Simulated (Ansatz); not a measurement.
`[SiH3]CC[AsH2]` + `C[SeH]` → `C[Se][AsH2]` + `CC[SiH3]`  (ligand exchange at the As–C bond)

Computed with Ansatz on PBE0-D4/def2-TZVP structures; ΔE is electronic, products minus reactants. CCSD(T)/CBS is the MP2 limit (def2-TZVPP, def2-QZVPP) plus CCSD(T) − MP2 in def2-TZVPP, frozen cores. DFT in def2-TZVPP. B3LYP here is the variant with VWN-RPA as its local correlation; programs differ in this. For As, Se outer-core shells are correlated without core-valence functions, which leaves a few kJ/mol of doubt a bond. Scalar relativity is left out up to krypton. Each species was taken in one conformer, which may not be the lowest.

(1) Is it downhill or uphill in electronic energy at CCSD(T)/CBS, and by how much? (Estimate.)

(2) What do these levels give: PBE, B3LYP, SCS-MP2/def2-TZVPP, CCSD/def2-TZVPP, MP2/CBS(def2), CCSD/CBS(def2)? (Estimate.)

Largest T1 diagnostic among the species: 0.011.

## Answers

(1) The calculation gave: Downhill: ΔE = -64.3 kJ/mol.

(2) Computed: PBE -72.4, B3LYP -73.6, SCS-MP2/def2-TZVPP -61.7, CCSD/def2-TZVPP -60.0, MP2/CBS(def2) -66.2, CCSD/CBS(def2) -64.7 kJ/mol.

In def2-TZVPP, CCSD(T) changes the Hartree–Fock value by +12.4 kJ/mol (the triples alone add +0.4 kJ/mol) and MP2 by +10.6 kJ/mol.
